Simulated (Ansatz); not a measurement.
Reaction (formal loss of a carbene): `C[SeH]` → `[CH2]` (triplet) + H₂Se

Gas-phase electronic energies from Ansatz, PBE0-D4/def2-TZVP geometries. CBS: MP2 limit from def2 TZ/QZ plus the TZ coupled-cluster correction, frozen cores. This one scheme is used for every species. DFT in def2-TZVPP. Triplets are unrestricted, without spin–orbit coupling. For Se outer-core shells are correlated without core-valence functions, which leaves a few kJ/mol of doubt a bond. Scalar relativity is left out up to krypton.

`C[SeH]`:

Cartesian coordinates in Å:
```
C -0.432 -0.175 0.284
Se 1.321 -0.345 -0.550
H -0.416 0.591 1.056
H -0.642 -1.141 0.740
H -1.192 0.042 -0.463
H 1.361 1.029 -1.066
```

`[CH2]` (triplet):

Z-matrix (Å, degrees):
```
C
H 1 1.079
H 1 1.079 2 134.9
```

H₂Se:

```xyz
3

Se   -0.103    0.562   -0.376
H    -0.375    0.196    1.018
H     0.478   -0.758   -0.642
```

Q: Is it downhill or uphill in electronic energy at CCSD(T)/CBS, and by how much? (Estimate.)

A: The calculation gave: Uphill: ΔE = +428.9 kJ/mol.

Q: What do these levels give: LDA (SPW92), PBE-D4, BLYP-D4, r2SCAN0-D4, BHLYP-D4, ωB97X-V, B2PLYP, PBE-QIDH, revPBE, CCSD/def2-SVP, HF/CBS(def2), CCSD/CBS(def2)? (Estimate.)

A: The calculation gave: LDA (SPW92) 494.4, PBE-D4 435.9, BLYP-D4 423.3, r2SCAN0-D4 401.4, BHLYP-D4 409.7, ωB97X-V 438.8, B2PLYP 421.5, PBE-QIDH 425.6, revPBE 408.8, CCSD/def2-SVP 389.5, HF/CBS(def2) 283.4, CCSD/CBS(def2) 417.5 kJ/mol.

Largest T1 diagnostic among the species: 0.011.

From PBE to PBE0 (25 % exact exchange), in def2-TZVPP and without D4, ΔE moves by −9.0 kJ/mol. In def2-TZVPP, CCSD(T) changes the Hartree–Fock value by +134.9 kJ/mol (the triples alone add +11.4 kJ/mol) and MP2 by +149.7 kJ/mol.
